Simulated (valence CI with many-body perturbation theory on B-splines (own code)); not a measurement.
**Which ion has this spectrum?**

A relativistic CI+MBPT calculation for an atom or ion with 31 electrons gives these levels (eV):

| J | Parity | E | g |
| --- | --- | --- | --- |
| 1/2 | odd | 0.00 | 0.66 |
| 3/2 | odd | 57.54 | 1.33 |
| 1/2 | even | 79.36 | 2.27 |
| 3/2 | even | 126.29 | 1.67 |
| 5/2 | even | 133.28 | 1.38 |
| 3/2 | even | 143.49 | 0.96 |
| 1/2 | even | 146.34 | 1.20 |
| 5/2 | even | 185.95 | 1.40 |
| 3/2 | even | 192.16 | 0.88 |
| 1/2 | even | 203.93 | 1.86 |
| 5/2 | even | 208.10 | 1.21 |
| 3/2 | even | 208.24 | 1.14 |
| 3/2 | odd | 224.01 | 1.33 |
| 3/2 | odd | 255.72 | 0.50 |

The energies are calculated, and their last digits are not significant.

Problem. Which is it?
A. Gd33+
B. Dy35+
C. Ho36+
D. Tm38+

Solution. C. Ho36+, ground level (4s^2 4p1/2) J=1/2.
